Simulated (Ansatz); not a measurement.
Ideal-gas functions of F2HO2V (`[O]=[V]([OH])([F])[F]`) at 400 K and 1 bar, from an Ansatz frequency run at PBE0-D4/def2-TZVP.

Molar mass 121.95 g/mol, point group Cs (symmetry number 1), electronic degeneracy 1, moments of inertia 128.975, 130.584, 150.59 u Å². Harmonic wavenumbers (cm⁻¹, unscaled): 211, 223, 264, 294, 311, 443, 669, 745, 813, 840, 1163, 3872.

Use S(trans) = R[1.5 ln M + 2.5 ln T − 1.1517]; rotational temperatures θ = 24.2544 K / I; S(rot) = R[ln(√π/σ · √(T³/θAθBθC)) + 1.5]; for each mode x = 1.438777 ν̃/T, S = R[x/(eˣ − 1) − ln(1 − e⁻ˣ)] and H = RT x/(eˣ − 1); 1 cm⁻¹ = 0.0119627 kJ/mol; R = 8.31446 J/(mol·K).

**Question.** By hand: the entropy, in J/(mol·K).

**Answer.** Translation 174.9. Rotation: θ = 0.1881, 0.1857, 0.1611 K, giving 113.5. Vibration, mode by mode: 10.80, 10.37, 9.05, 8.23, 7.80, 5.27, 2.77, 2.23, 1.84, 1.70, 0.67, 0.00, in all 60.7. Electronic 0.0. Sum 349.1 J/(mol·K).

**Question.** By hand: H − E and G − E in kJ/mol, counted from the electronic energy.

**Answer.** Zero-point energy ½ × 9848 × 0.0119627 = 58.9; thermal vibration 14.1; translation, rotation and pV give 4 RT = 13.3. H − E = 86.3 kJ/mol, and G − E = 86.3 − 400 × 349.1/1000 = -53.3 kJ/mol.

Vibration gives 17 % of the entropy. The sum counts one conformer and one mirror image; others add a mixing term.
